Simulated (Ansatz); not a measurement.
`[CH3][In-]([CH3])([NH3+])[OH]`, one more setting.

```yaml
crystal:
  periodic: [false, false, false]
  atoms:
    - {symbol: C, position_ang: [-2.234110, 0.559638, -0.028851]}
    - {symbol: In, position_ang: [-0.029273, 0.445544, 0.045333]}
    - {symbol: C, position_ang: [1.401019, 0.725474, 1.627167]}
    - {symbol: N, position_ang: [0.324998, -1.754698, -0.817651]}
    - {symbol: O, position_ang: [0.757680, 0.761171, -1.838051]}
    - {symbol: H, position_ang: [-2.672386, -0.139119, 0.632667]}
    - {symbol: H, position_ang: [-2.543457, 1.610512, 0.202828]}
    - {symbol: H, position_ang: [-2.564624, 0.331272, -1.120930]}
    - {symbol: H, position_ang: [1.117676, 0.141764, 2.525528]}
    - {symbol: H, position_ang: [1.410628, 1.720504, 1.927004]}
    - {symbol: H, position_ang: [2.388552, 0.373950, 1.317714]}
    - {symbol: H, position_ang: [1.027654, -2.340957, -0.295729]}
    - {symbol: H, position_ang: [0.689331, -1.411095, -1.566846]}
    - {symbol: H, position_ang: [-0.526309, -2.369034, -0.937318]}
    - {symbol: H, position_ang: [1.473041, 1.373861, -1.869938]}
basis:
  gaussian: {orbitals: ANO-RCC-VTZP}
total_charge: -1
magnetization: {spin_polarized: true, initial_magnetization: 1}
hamiltonian: {xc: {name: LC-wPBE}}
output: {forces: true}
```

```sh
$ ansatz run in.yaml --threads 4 --pin off --events-out ev --progress --plain --max-ram 11315MiB
```

It prints (some lines left out):

```
Functional definition: LC-wPBE
2087 factors; their error is unknown
751 factors; integrals over basis functions are off by at most 2.6e-5 eV
mean field evaluation 1: about -165784.3678 eV, gradient 4.4e1 eV
mean field evaluation 2: about -165785.3623 eV, gradient 4.6e1 eV
mean field evaluation 4: about -165792.7567 eV, gradient 2.4e0 eV
mean field evaluation 8: about -165793.0638 eV, gradient 3.3e-1 eV
mean field evaluation 16: about -165793.0339 eV, gradient 1.4e-2 eV
mean field evaluation 32: about -165793.0340 eV, gradient 1.3e-4 eV
mean field -165793.03397284 eV, -6092.7816199471 hartree, gradient 1.2e-5 eV, S^2 0.750403; 6 other end points of the search recorded, 0 dependent functions left out
reference -165793.03397285 eV, -6092.7816199476 hartree; 44, 43 occupied and 284, 285 virtual orbitals, 2087 factors
Total energy: -165793.03397285 eV, -6092.7816199476 hartree
Relativity: scalar
Atom 0 at    -2.234110     0.559638    -0.028851 Å, force     0.671900     1.485257    -2.453633 eV/Å
Atom 1 at    -0.029273     0.445544     0.045333 Å, force    -0.523794    -1.267411    -0.404639 eV/Å
Atom 2 at     1.401019     0.725474     1.627167 Å, force    -0.411681    -2.049287     0.047407 eV/Å
Atom 3 at     0.324998    -1.754698    -0.817651 Å, force    -3.216762    -3.732471     7.482539 eV/Å
Atom 4 at     0.757680     0.761171    -1.838051 Å, force    -0.592522     0.015734     0.136527 eV/Å
Atom 5 at    -2.672386    -0.139119     0.632667 Å, force    -0.536413    -0.645913     0.712921 eV/Å
Atom 6 at    -2.543457     1.610512     0.202828 Å, force     0.001394    -0.917542    -0.083679 eV/Å
Atom 7 at    -2.564624     0.331272    -1.120930 Å, force     0.600284     0.345346     1.953991 eV/Å
Atom 8 at     1.117676     0.141764     2.525528 Å, force     0.053962     0.148739    -0.580681 eV/Å
Atom 9 at     1.410628     1.720504     1.927004 Å, force     0.342531     1.997346     0.497819 eV/Å
Atom 10 at     2.388552     0.373950     1.317714 Å, force    -0.133584     0.211490    -0.021511 eV/Å
Atom 11 at     1.027654    -2.340957    -0.295729 Å, force    -0.923933     0.658252    -0.683827 eV/Å
Atom 12 at     0.689331    -1.411095    -1.566846 Å, force     2.695799     2.348474    -6.389882 eV/Å
Atom 13 at    -0.526309    -2.369034    -0.937318 Å, force     1.354043     0.904739    -0.133066 eV/Å
Atom 14 at     1.473041     1.373861    -1.869938 Å, force     0.618774     0.497246    -0.080286 eV/Å
Dipole moment:    -0.100729     2.170627     0.190044 e Å
```

It took 50 s on 4 threads of an Arm Neoverse V2 on a shared host, with 1.9 GiB of host memory at the peak.
